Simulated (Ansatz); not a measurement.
A first, cheap relaxation of `[OH][Ti]([F])([F])[Cl]`.

```yaml
crystal:
  periodic: [false, false, false]
  atoms:
    - {symbol: O, position_ang: [-0.704000, 0.145300, 1.439800]}
    - {symbol: Ti, position_ang: [-0.086700, -0.036500, -0.407200]}
    - {symbol: F, position_ang: [-1.351900, 0.765100, -1.654700]}
    - {symbol: F, position_ang: [0.170500, -1.894300, -0.801400]}
    - {symbol: Cl, position_ang: [2.000300, 0.999500, -0.624500]}
    - {symbol: H, position_ang: [0.013900, -0.043000, 2.001900]}
basis:
  gaussian: {orbitals: def2-SVP}
hamiltonian: {xc: pbe, dispersion: d4}
relax: {f_tol: 0.03, max_steps: 200}
```

```sh
$ ansatz run in.yaml --threads 4 --pin off --events-out ev --progress --plain --max-ram 10444MiB
```

It prints (some lines left out):

```
Functional definition: PBE
mean field -43110.34492974 eV, -1584.2759549266 hartree, gradient 1.4e-5 eV, S^2 0.000000; 0 other end points of the search recorded, 0 dependent functions left out
relax step   1: F+E_penalty+E_count = -43110.46943613 eV  Δ(F+E_penalty+E_count) = +0.000e0 eV  max|allowed force component| = 4.959e0 eV/Å  Δτ_max = 0.0000 Å  (54 SCF iters, accepted)
mean field -43111.63020269 eV, -1584.3231878362 hartree, gradient 1.3e-5 eV, S^2 0.000000; 0 other end points of the search recorded, 0 dependent functions left out
relax step   2: F+E_penalty+E_count = -43111.76582107 eV  Δ(F+E_penalty+E_count) = -1.296e0 eV  max|allowed force component| = 1.360e0 eV/Å  Δτ_max = 0.1648 Å  (37 SCF iters, accepted)
mean field -43111.72486373 eV, -1584.3266665656 hartree, gradient 9.8e-6 eV, S^2 0.000000; 0 other end points of the search recorded, 0 dependent functions left out
relax step   3: F+E_penalty+E_count = -43111.86262076 eV  Δ(F+E_penalty+E_count) = -9.680e-2 eV  max|allowed force component| = 3.692e-1 eV/Å  Δτ_max = 0.0691 Å  (32 SCF iters, accepted)
mean field -43111.74088897 eV, -1584.3272554821 hartree, gradient 1.2e-5 eV, S^2 0.000000; 0 other end points of the search recorded, 0 dependent functions left out
relax step   4: F+E_penalty+E_count = -43111.87783064 eV  Δ(F+E_penalty+E_count) = -1.521e-2 eV  max|allowed force component| = 3.268e-1 eV/Å  Δτ_max = 0.0320 Å  (32 SCF iters, accepted)
mean field -43111.75545518 eV, -1584.3277907805 hartree, gradient 2.6e-5 eV, S^2 0.000000; 0 other end points of the search recorded, 0 dependent functions left out
relax step   5: F+E_penalty+E_count = -43111.89183090 eV  Δ(F+E_penalty+E_count) = -1.400e-2 eV  max|allowed force component| = 3.081e-1 eV/Å  Δτ_max = 0.0735 Å  (31 SCF iters, accepted)
mean field -43111.76847323 eV, -1584.3282691848 hartree, gradient 1.1e-5 eV, S^2 0.000000; 0 other end points of the search recorded, 0 dependent functions left out
relax step   6: F+E_penalty+E_count = -43111.90518923 eV  Δ(F+E_penalty+E_count) = -1.336e-2 eV  max|allowed force component| = 2.561e-1 eV/Å  Δτ_max = 0.1245 Å  (37 SCF iters, accepted)
mean field -43111.76847765 eV, -1584.3282693474 hartree, gradient 2.1e-5 eV, S^2 0.000000; 0 other end points of the search recorded, 0 dependent functions left out
relax step   7: F+E_penalty+E_count = -43111.90519148 eV  Δ(F+E_penalty+E_count) = -2.249e-6 eV  max|allowed force component| = 2.684e-1 eV/Å  Δτ_max = 0.0025 Å  (25 SCF iters, accepted)
mean field -43111.76947256 eV, -1584.3283059096 hartree, gradient 1.4e-5 eV, S^2 0.000000; 0 other end points of the search recorded, 0 dependent functions left out
relax step   8: F+E_penalty+E_count = -43111.90590798 eV  Δ(F+E_penalty+E_count) = -7.165e-4 eV  max|allowed force component| = 2.423e-1 eV/Å  Δτ_max = 0.0518 Å  (30 SCF iters, accepted)
mean field -43111.77086356 eV, -1584.3283570281 hartree, gradient 2.1e-5 eV, S^2 0.000000; 0 other end points of the search recorded, 0 dependent functions left out
relax step   9: F+E_penalty+E_count = -43111.90741022 eV  Δ(F+E_penalty+E_count) = -1.502e-3 eV  max|allowed force component| = 8.435e-2 eV/Å  Δτ_max = 0.0514 Å  (31 SCF iters, accepted)
mean field -43111.77121303 eV, -1584.3283698707 hartree, gradient 1.9e-5 eV, S^2 0.000000; 0 other end points of the search recorded, 0 dependent functions left out
relax step  10: F+E_penalty+E_count = -43111.90755000 eV  Δ(F+E_penalty+E_count) = -1.398e-4 eV  max|allowed force component| = 6.372e-2 eV/Å  Δτ_max = 0.0502 Å  (31 SCF iters, accepted)
mean field -43111.77125693 eV, -1584.3283714842 hartree, gradient 8.3e-6 eV, S^2 0.000000; 0 other end points of the search recorded, 0 dependent functions left out
relax step  11: F+E_penalty+E_count = -43111.90777941 eV  Δ(F+E_penalty+E_count) = -2.294e-4 eV  max|allowed force component| = 3.885e-2 eV/Å  Δτ_max = 0.0320 Å  (30 SCF iters, accepted)
mean field -43111.77139844 eV, -1584.3283766846 hartree, gradient 1.0e-5 eV, S^2 0.000000; 0 other end points of the search recorded, 0 dependent functions left out
relax step  12: F+E_penalty+E_count = -43111.90793660 eV  Δ(F+E_penalty+E_count) = -1.572e-4 eV  max|allowed force component| = 7.513e-3 eV/Å  Δτ_max = 0.0092 Å  (30 SCF iters, accepted)
mean field -43111.77139844 eV, -1584.3283766846 hartree, gradient 1.0e-5 eV, S^2 0.000000; 1 other end points of the search recorded, 0 dependent functions left out
Total energy: -43111.90803992 eV, -1584.3333981664 hartree
Atom 0 at    -0.524528     0.199847     1.252356 Å, force     0.000544    -0.000210     0.007513 eV/Å
Atom 1 at    -0.025295    -0.015743    -0.429872 Å, force     0.000687     0.000184    -0.000587 eV/Å
Atom 2 at    -1.256115     0.667260    -1.464902 Å, force    -0.001369     0.002244    -0.002501 eV/Å
Atom 3 at     0.164207    -1.722767    -0.754118 Å, force    -0.000304    -0.005871    -0.000358 eV/Å
Atom 4 at     1.918504     0.972610    -0.757152 Å, force     0.002124     0.003059    -0.001228 eV/Å
Atom 5 at    -0.234672    -0.165107     2.107587 Å, force    -0.001682     0.000594    -0.002838 eV/Å
Dipole moment:    -0.015853    -0.138656     0.489818 e Å
```

It took 11 s on 4 threads of an Intel Xeon Platinum 8488C on a shared host, with 0.17 GiB of host memory at the peak.
